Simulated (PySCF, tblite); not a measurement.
A set of runs on `CC[C@H]1C[S][AlH][S]1`; the geometry of each is named by its level. Settings lines and outputs come from a driver script.

Species: C4H9AlS2.
Atom-mapped SMILES: `[CH3:1][CH2:2][C@H:3]1[CH2:4][S:5][AlH:6][S:7]1` (hydrogens: H8, H9, H10 on C1; H11, H12 on C2; H13 on C3; H14, H15 on C4; H16 on Al6)

Step 1: GFN2-xTB geometry optimisation, gas phase (tblite 0.8.0) (from a force-field or distance-geometry start)
```json
{"job": {"kind": "relax", "xc": "GFN2-xTB", "basis": "xTB"}, "charge": 0, "multiplicity": 1}
```
```
step      E/eV     max force
  0    -564.82569    1.321
  1    -564.92998    1.192
  2    -565.01435    0.890
...
 89    -565.25023    0.011
 90    -565.25025    0.011
 91    -565.25028    0.013
 92    -565.25030    0.012
 93    -565.25033    0.009
```

Energy lowered by 9.8 kcal/mol over 93 steps; largest atomic force 0.009 eV/Å at the end. «max force» is the largest atomic force in eV/Å.

On an Intel Xeon at 2.70 GHz with one thread, no GPU, on a shared host, this took 1.9 s of wall time.

Step 2: GFN2-xTB harmonic vibrations, gas phase (tblite 0.8.0) (on the GFN2-xTB geometry)
```json
{"job": {"kind": "ir", "xc": "GFN2-xTB", "basis": "xTB"}, "charge": 0, "multiplicity": 1}
```
```
(table of modes left out)
```

42 modes from 58 to 3054 cm⁻¹ (unscaled, harmonic); zero-point energy 75.4 kcal/mol; all wavenumbers are real at this level.

Time: 1.8 s. Hardware: one thread of an Intel Xeon at 2.70 GHz, no GPU, shared host with 64 logical CPUs at a one-minute load of 60.

Step 3: TDDFT wB97X-D/def2-SVPD, vertical, gas phase, core orbitals frozen in the response (PySCF 2.14.0, density-fitted response routines) (on the GFN2-xTB geometry)
```json
{"job": {"kind": "uv", "xc": "wB97X-D", "basis": "def2-SVPD", "nstates": 8, "ntriplets": 3}, "charge": 0, "multiplicity": 1}
```
```
...
Static polarisability (au): isotropic 112.021, principal 88.928 113.728 133.408
Singlet excitations
state   eV       nm        f      main configurations
  1   5.1888    238.9   0.03228   H->L 0.94
  2   5.5807    222.2   0.00881   H->L+1 0.52, H->L+2 0.27, H-1->L 0.08
  3   5.8039    213.6   0.03996   H-1->L 0.82, H->L+1 0.09
  4   6.0236    205.8   0.00455   H->L+3 0.36, H-1->L+2 0.29, H-1->L+1 0.12
  5   6.1046    203.1   0.00258   H-2->L 0.71, H->L+1 0.08
  6   6.1945    200.2   0.00826   H-2->L 0.25, H->L+2 0.24, H-1->L+3 0.16
  7   6.3671    194.7   0.09310   H-1->L+1 0.58, H->L+3 0.24
  8   6.4883    191.1   0.01686   H-3->L 0.84
Triplet excitations (Tamm-Dancoff, eV): 4.6917 5.1406 5.3083
```

HOMO -8.77 eV, LUMO 0.61 eV; lowest singlet 5.19 eV; lowest triplet 4.69 eV (Tamm–Dancoff); mean polarisability 112.0 au.

On one thread, Arm Neoverse N1 (aarch64), on a shared host, this took 1.8 min (with the writing of density and orbital grids) and 1.0 GiB of memory at its peak.

Geometry of the electronic-property runs (GFN2-xTB):
```
atom  x, y, z in Å
C1    -1.9522    1.2395   -0.3877
C2    -1.2606   -0.1168   -0.3592
C3     0.1140   -0.0464    0.3016
C4     0.6776   -1.4490    0.5073
S5     2.3025   -1.5074    1.3923
Al6    3.0192    0.2289    0.2483
S7     1.2352    1.0096   -0.7598
H8    -1.3486    1.9551   -0.9393
H9    -2.9219    1.1575   -0.8715
H10   -2.0993    1.6152    0.6225
H11   -1.1457   -0.4907   -1.3781
H12   -1.8738   -0.8298    0.1986
H13    0.0295    0.4628    1.2661
H14    0.7906   -1.9615   -0.4491
H15   -0.0076   -2.0224    1.1335
H16    4.4334    0.7643    0.1812
```

 (This holds for the electronic-property runs.)

One conformer stands for the species.

Note: wB97X-D ran without an empirical dispersion term, which enters the total energy and its gradient alone.
